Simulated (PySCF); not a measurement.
Species: C2H7F3OSi2.
Cartesian coordinates in Å at the PBE0-D3(BJ)/def2-SVP level; atoms count from 1:
```xyz
15
C2H7F3OSi2 angstrom
O     -1.0273    2.0256    0.7263
Si    -1.4710    0.4730    0.3050
C      0.0750   -0.1852   -0.5621
Si     1.6499    0.6360    0.1420
C      0.1341   -1.6864   -0.5447
F      0.4977   -2.1528    0.6591
F     -1.0627   -2.2379   -0.8259
F      0.9994   -2.1772   -1.4360
H     -1.5901    2.5162    1.3310
H     -1.7853   -0.3525    1.5077
H     -2.6445    0.4768   -0.6164
H      0.0068    0.1188   -1.6204
H      1.7625    2.0077   -0.4247
H      2.8342   -0.1700   -0.2784
H      1.6046    0.6894    1.6301
```

Computed with PySCF at PBE0/pcSseg-1 and B3LYP/def2-SVPD, non-relativistic, on one gas-phase PBE0-D3(BJ)/def2-SVP geometry that isn't relaxed in the solvent. The solvent is an IEF-PCM continuum (van der Waals radii × 1.2). The model holds no explicit solvent molecules, cavitation or dispersion.

Gas phase at PBE0/pcSseg-1: HOMO -8.96 eV, LUMO 0.02 eV, dipole 2.80 D.

What does the continuum do to the energy, the frontier levels and the dipole at PBE0/pcSseg-1 in benzene and dimethylsulfoxide?

```csv
solvent,ε,E(solvent) − E(gas) (kcal/mol),polarisation term (kcal/mol),distortion of the solute (kcal/mol),HOMO (eV),LUMO (eV),dipole (D)
benzene,2.271,-2.34,-2.45,0.11,-8.83,0.20,3.03
dimethylsulfoxide,46.83,-5.25,-5.78,0.53,-8.72,0.35,3.28
```

Polarisation term: ½ Σ q·V over the induced surface charges. Distortion: the rise of the solute's own energy as its density leaves the gas-phase optimum. From benzene to dimethylsulfoxide the lowering changes by a factor 2.24, Onsager's factor (ε − 1)/(2ε + 1) by 2.11 and ε itself by 20.6.

Which radius a makes the point-dipole formula ΔE = −[(ε − 1)/(2ε + 1)]·μ²/a³ give the value in dimethylsulfoxide, with the gas-phase dipole?

μ = 1.101 au and |ΔE| = 0.00836 Eh give a = 2.18 Å; the farthest nucleus lies 3.26 Å from the centroid of the nuclei, so such a sphere wouldn't even hold the nuclei. The formula assumes a rigid point dipole at the centre of a sphere.

Give the dipole vector in the frame of the coordinates (D, pointing from negative to positive charge), gas and dimethylsulfoxide.

Gas (-1.40, 2.34, 0.62), solvent (-1.72, 2.73, 0.58). Its length changes by +17 % and its direction by 3°.

Which ESP-fitted charges (PBE0/pcSseg-1) respond most in benzene (means over atoms taken as equivalent)?

```
      atoms                  environment  gas (e)  solvent (e)  change
        Si2         oxygen-bound silicon   +0.678       +0.706  +0.028
         O1               silanol oxygen   -0.690       -0.714  -0.024
         H9            hydroxyl hydrogen   +0.439       +0.457  +0.018
         C3  sp3 carbon bound to silicon   -0.480       -0.497  -0.017
        H12             methine hydrogen   +0.211       +0.223  +0.012
         C5                   CF3 carbon   +0.508       +0.518  +0.010
        Si4                 SiH3 silicon   +0.305       +0.314  +0.009
   F6/F7/F8      fluorine of a CF3 group   -0.176       -0.182  -0.006
        H10                Si–H hydrogen   -0.129       -0.133  -0.004
        H11                Si–H hydrogen   -0.137       -0.141  -0.004
H13/H14/H15                Si–H hydrogen   -0.059       -0.062  -0.003
```

Gas phase at B3LYP/def2-SVPD: HOMO -8.78 eV, LUMO -0.61 eV, dipole 2.77 D.

What does the continuum do to the energy, the frontier levels and the dipole at B3LYP/def2-SVPD in benzene?

```json
{"solvent": "benzene", "ε": "2.271", "E(solvent) − E(gas) (kcal/mol)": "-2.23", "polarisation term (kcal/mol)": "-2.36", "distortion of the solute (kcal/mol)": "0.13", "HOMO (eV)": "-8.64", "LUMO (eV)": "-0.38", "dipole (D)": "3.04"}
```

How does the static polarisability (B3LYP/def2-SVPD, frozen core, with the continuum's full static response) change?

| medium | isotropic (au) | principal values (au) | ⟨r²⟩ of the electrons (bohr²) |
| --- | --- | --- | --- |
| gas | 83.6 | 74.0, 84.7, 92.1 | 1417.9 |
| benzene | 94.4 | 84.5, 95.1, 103.6 | 1417.7 |

The isotropic value in benzene is 1.13 times the gas-phase one; no cavity-field correction is applied. ⟨r²⟩ is taken about the centre of nuclear charge.

On one thread, Arm Neoverse V2 (aarch64), shared host with 48 logical CPUs at a one-minute load of 22, this took 21 s and 1.1 GiB of memory at its peak. This is the whole shielding run at PBE0/pcSseg-1 in dimethylsulfoxide, SCF included.
